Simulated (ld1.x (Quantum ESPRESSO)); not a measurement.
**Cs (Z = 55): ultrasoft pseudisation with PBEsol, fully relativistic reference atom.**

```json
{
 "Element": "caesium",
 "Generator": "ld1.x (Quantum ESPRESSO) 7.5",
 "Type": "ultrasoft",
 "Functional": "PBEsol",
 "Relativity": "fully relativistic",
 "Frozen core": "[Kr] 4d10 5s2",
 "Valence charge": "7",
 "Reference configuration": "5p6 5d0 6s0 6p0 (charge +1)",
 "Partial waves": "6s (bound, empty): rcut 3.65, rcutus 4.30 bohr; 6s channel at -0.05 Ry: rcut 3.65, rcutus 4.30 bohr; 5p (bound): rcut 2.65, rcutus 3.05 bohr; 6p (bound, empty): rcut 2.65, rcutus 3.05 bohr; 5d (bound, empty): rcut 3.50, rcutus 4.30 bohr; 5d channel at 0.35 Ry: rcut 3.50, rcutus 4.30 bohr",
 "Local potential": "all-electron potential smoothed inside 2.40 bohr (lloc = -1)",
 "Core correction": "Bessel-smoothed model core inside 2.65 bohr",
 "Augmentation charge": "built from norm-conserving waves at rcut, not smoothed further"
}
```

Open shells are filled in proportion to 2j + 1 (rel_dist='average').

All-electron outer shells of the reference configuration (PBEsol, scalar-relativistic, ld1.x):

```
shell  level (eV)  outermost node (bohr)  outermost maximum (bohr)
   5s      -31.98                   0.82                      1.54
   5p      -18.68                   0.89                      1.79
   6s       -5.52                   2.08                      4.18
   5d       -4.33                   1.05                      2.80
   6p       -3.34                   2.52                      5.30
```

Q: Does the generator finish with these settings?

A: Yes, a potential is produced.

Q: Is the overlap operator S = 1 + Σ q|β⟩⟨β| positive definite (Bessel basis up to 400 Ry)?

A: No: its lowest eigenvalue is -2.135, in the d3/2 channel, so the generalised eigenproblem breaks down once the basis is large enough.

Test run stopped at test 1 of 6 (negative rho).

A Bessel basis up to 400 Ry misses an occupied level by 0.37 Ry, so cutoffs and ghosts were not judged. Its overlap operator is not positive definite in a basis up to 400 Ry (lowest eigenvalue s -0.07, d3/2 -2.13, d5/2 -1.97), so the file is unfit for use: the generalised eigenproblem breaks down once the basis is large enough, and its test numbers describe a broken file.
